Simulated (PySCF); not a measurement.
PySCF input for Ge(SH)(SiH3) (GeH₄SSi), SMILES [SiH3][Ge][SH] (connectivity only; charge and spin as stated), neutral, multiplicity 1, r2SCAN-D4/def2-SVP. Geometry: r2SCAN-D4/def2-SVP. The values are those of a single conformer.

```python
import numpy as np
from pyscf import gto, scf, dft, df
from pyscf.hessian import thermo

mol = gto.M(
    atom='''
    Ge   -0.82794534   -0.19277635   -0.00000000
    S     0.97998632   -1.49136363    0.00000000
    H     0.33579370   -2.68580486   -0.00000000
    Si    0.57110171    1.84138257    0.00000000
    H     2.05067984    1.61123079   -0.00000001
    H     0.21628617    2.66293963   -1.20395741
    H     0.21628617    2.66293963    1.20395740
    ''',
    basis='def2-SVP',
    charge=0,
    spin=0,
    max_memory=1600,
    verbose=3,
)
mf = dft.RKS(mol, xc='r2scan').density_fit(auxbasis='def2-universal-jkfit')
mf.disp = 'd4'
mf.grids.level = 4
mf.conv_tol = 1e-11
mf.max_cycle = 100
mf.kernel()

# [left out here: the lines that compute and print the analytic Hessian (its translational invariance restored by hand, since the grid's response is missing), thermochemistry and intensities]
```

Program output:

```
converged SCF energy = -2766.56249747196

WARN: MGGA Hessian is sensitive to dft grids. grids.level 4 may not be dense enough.


WARN: DFTD4 does not support analytical Hessian, using finite difference.


WARN: Mole.unit (angstrom) is changed to Bohr

Mode                                 0                   1                   2
Irrep
Freq [cm^-1]                       48.6370            123.4415            304.9114
Reduced mass [au]                   1.0522              6.1099              8.0169
Force const [Dyne/A]                0.0015              0.0549              0.4391
Char temp [K]                      69.9778            177.6048            438.6997
Normal mode                   x     y     z       x     y     z       x     y     z
       0  Ge                 0.00  0.00 -0.01   -0.05 -0.01 -0.00   -0.03 -0.05 -0.00
       1   S                -0.00 -0.00  0.03    0.04  0.11  0.00    0.00 -0.01  0.00
       2   H                 0.00 -0.00  0.12    0.16  0.04 -0.00    0.02 -0.02 -0.00
       3  Si                -0.00 -0.00 -0.00    0.06 -0.08  0.00    0.07  0.13  0.00
       4   H                -0.00  0.00 -0.50    0.03 -0.25 -0.00    0.06  0.01 -0.00
       5   H                -0.36  0.33  0.33    0.15 -0.04 -0.00    0.15  0.16 -0.00
       6   H                 0.36 -0.33  0.33    0.15 -0.04  0.00    0.15  0.16  0.00
Mode                                 3                   4                   5
Irrep
Freq [cm^-1]                      339.7248            395.0988            470.6131
Reduced mass [au]                   1.0637             20.6048              1.2013
Force const [Dyne/A]                0.0723              1.8951              0.1568
Char temp [K]                     488.7884            568.4593            677.1075
Normal mode                   x     y     z       x     y     z       x     y     z
       0  Ge                -0.00 -0.00  0.01   -0.05  0.04  0.00   -0.02  0.00  0.00
       1   S                -0.00  0.00 -0.02    0.12 -0.09 -0.00    0.01  0.00  0.00
       2   H                 0.00 -0.00  0.54    0.07 -0.06  0.00    0.16 -0.08 -0.00
       3  Si                 0.00  0.00 -0.03   -0.01 -0.00 -0.00    0.06 -0.02 -0.00
       4   H                 0.00  0.00  0.34   -0.03 -0.10  0.00    0.17  0.69  0.00
       5   H                 0.31  0.38  0.15    0.04  0.02 -0.00   -0.36 -0.15  0.03
       6   H                -0.31 -0.38  0.15    0.04  0.02  0.00   -0.36 -0.15 -0.03
Mode                                 6                   7                   8
Irrep
Freq [cm^-1]                      516.0694            756.2023            844.9156
Reduced mass [au]                   1.1009              1.0708              1.1001
Force const [Dyne/A]                0.1727              0.3608              0.4627
Char temp [K]                     742.5090           1088.0068           1215.6454
Normal mode                   x     y     z       x     y     z       x     y     z
       0  Ge                -0.00  0.00 -0.01    0.01  0.01  0.00    0.00  0.00  0.00
       1   S                 0.00 -0.00 -0.03   -0.03 -0.01  0.00   -0.01 -0.00  0.00
       2   H                 0.00 -0.00  0.80    0.80 -0.47 -0.00    0.19 -0.11 -0.00
       3  Si                 0.00 -0.00  0.04   -0.01  0.02  0.00   -0.03 -0.05 -0.00
       4   H                 0.00  0.00 -0.16   -0.05 -0.21 -0.00    0.07  0.47  0.00
       5   H                -0.15 -0.29 -0.12   -0.02 -0.08 -0.05    0.32  0.42  0.19
       6   H                 0.15  0.29 -0.12   -0.02 -0.08  0.05    0.32  0.42 -0.19
Mode                                 9                  10                  11
Irrep
Freq [cm^-1]                      926.4924            926.8267           2182.2551
Reduced mass [au]                   1.0336              1.0336              1.0205
Force const [Dyne/A]                0.5227              0.5231              2.8632
Char temp [K]                    1333.0162           1333.4973           3139.7792
Normal mode                   x     y     z       x     y     z       x     y     z
       0  Ge                 0.00 -0.00  0.00   -0.00  0.00  0.00    0.00 -0.00  0.00
       1   S                -0.00 -0.00  0.00    0.00  0.00  0.00   -0.00 -0.00  0.00
       2   H                 0.01 -0.00 -0.00   -0.00  0.00 -0.01    0.00 -0.00 -0.00
       3  Si                 0.03 -0.01  0.00   -0.00  0.00  0.03   -0.00 -0.02  0.00
       4   H                -0.04 -0.36 -0.00    0.00  0.00 -0.73    0.40 -0.08  0.00
       5   H                -0.40  0.35  0.37    0.46  0.04 -0.09   -0.16  0.34 -0.52
       6   H                -0.40  0.35 -0.37   -0.46 -0.04 -0.09   -0.16  0.34  0.52
Mode                                12                  13                  14
Irrep
Freq [cm^-1]                     2191.2963           2204.2072           2644.3130
Reduced mass [au]                   1.0500              1.0506              1.0387
Force const [Dyne/A]                2.9706              3.0075              4.2790
Char temp [K]                    3152.7875           3171.3634           3804.5777
Normal mode                   x     y     z       x     y     z       x     y     z
       0  Ge                 0.00  0.00 -0.00   -0.00  0.00  0.00    0.00 -0.00  0.00
       1   S                -0.00 -0.00 -0.00    0.00  0.00  0.00   -0.02 -0.03  0.00
       2   H                 0.00 -0.00  0.00   -0.00 -0.00 -0.00    0.48  0.86 -0.00
       3  Si                -0.00 -0.00 -0.04   -0.04  0.02  0.00    0.00  0.00  0.00
       4   H                 0.00 -0.00 -0.01    0.88 -0.14  0.00    0.00  0.00 -0.00
       5   H                 0.17 -0.38  0.55    0.06 -0.15  0.23    0.00 -0.00  0.00
       6   H                -0.17  0.38  0.55    0.06 -0.15 -0.23    0.00 -0.00 -0.00
temperature 298.1500 [K]
pressure 101325.00 [Pa]
Rotational constants [GHz] 5.24615 2.57638 1.76307
Symmetry number 1
Zero-point energy (ZPE) 0.03389 [Eh]   88972.286 [J/mol]
                           tot       elec      trans        rot        vib
Entropy [J/mol/K]       339.676      0.000    170.089    112.980     56.608
Cv [J/mol/K]             81.137      0.000     12.472     12.472     56.194
Cp [J/mol/K]             89.452      0.000     20.786     12.472     56.194
Internal energy [J/mol]                      3718.434   3718.434  97755.916
Internal energy [Eh]   -2766.52243  -2766.56250
Enthalpy [J/mol]                             6197.391   3718.434  97755.916
Enthalpy [Eh]          -2766.52149
Gibbs free energy [J/mol]                  -44514.560 -29966.514  80878.319
Gibbs free energy [Eh] -2766.56006
mode   freq/cm-1   IR/(km/mol)
   1       48.64         0.033
   2      123.44         0.693
   3      304.91         6.271
   4      339.72         0.897
   5      395.10        27.757
   6      470.61         8.435
   7      516.07        33.634
   8      756.20        31.265
   9      844.92       225.815
  10      926.49        32.101
  11      926.83        26.160
  12     2182.26        75.004
  13     2191.30        92.189
  14     2204.21        79.483
  15     2644.31         0.609
max |gradient| / (hartree/bohr): 0.0002469928576415977
APT charges: [ 0.4102 -0.3485  0.05    0.5977 -0.2484 -0.2286 -0.2286]
```

The run converged.
